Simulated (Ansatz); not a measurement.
Program: Ansatz. Geometries: PBE0-D4/def2-TZVP. ΔE: electronic, gas phase. CCSD(T)/CBS is the MP2 limit (def2-TZVPP, def2-QZVPP) plus CCSD(T) − MP2 in def2-TZVPP, frozen cores. This one scheme is used for every species. Functionals use def2-TZVPP. B3LYP here is the variant with VWN-RPA as its local correlation; programs differ in this. One conformer a species, not always the lowest.

Reaction (hydrogenolysis of the Si–Cl bond): `N[SiH](Cl)[Si](N)(Cl)Cl` + H₂ → `N[SiH2][Si](N)(Cl)Cl` + HCl

`N[SiH](Cl)[Si](N)(Cl)Cl`:

Z-matrix (Å, degrees):
```
Si
Cl 1 2.088
Si 1 2.330 2 103.5
N 1 1.695 2 115.6 3 -118.0
H 1 1.480 2 105.2 3 121.9
N 3 1.691 1 110.4 2 35.2
Cl 3 2.050 1 113.4 2 155.8
Cl 3 2.076 1 105.3 2 -89.1
H 4 1.008 1 120.4 2 76.0
H 4 1.007 1 122.2 2 -76.9
H 6 1.008 3 119.5 1 -40.9
H 6 1.007 3 122.2 1 167.2
```

H₂:

Cartesian coordinates in Å:
```
H -0.002 0.242 -0.284
H 0.002 -0.242 0.284
```

`N[SiH2][Si](N)(Cl)Cl`:

Z-matrix (Å, degrees):
```
Si
Si 1 2.332
N 1 1.725 2 104.5
H 1 1.493 2 108.5 3 125.3
H 1 1.486 2 111.4 3 -116.0
Cl 2 2.082 1 105.2 3 -57.3
N 2 1.696 1 111.6 3 66.2
Cl 2 2.053 1 114.0 3 -172.6
H 3 1.009 1 118.5 2 56.3
H 3 1.008 1 119.6 2 -163.4
H 7 1.008 2 119.0 1 -43.4
H 7 1.008 2 121.3 1 169.2
```

HCl:

```xyz
2

Cl    0.490    0.378    0.162
H    -0.490   -0.378   -0.162
```

| level | ΔE (eV) |
| --- | --- |
| B3LYP-D4 | 1.03 |
| ωB97M-V | 1.03 |
| HF/def2-QZVPP | 0.82 |
| HF/CBS(def2) | 0.82 |

Task: What does CCSD(T)/CBS give? (Estimate.)

Result: Computed: +1.02 eV. The listed levels differ from it by 0.01, 0.01, -0.20, -0.20 eV.

Largest T1 diagnostic among the species: 0.010.

The D4 term adds +0.13 eV with B3LYP and +0.07 eV with PBE0; it sums over pairs of atoms, weighted by their polarisabilities, and B3LYP, whose exchange is more repulsive, gets the larger term. In def2-TZVPP, CCSD(T) changes the Hartree–Fock value by +0.12 eV (the triples alone add +0.05 eV) and MP2 by +0.24 eV.
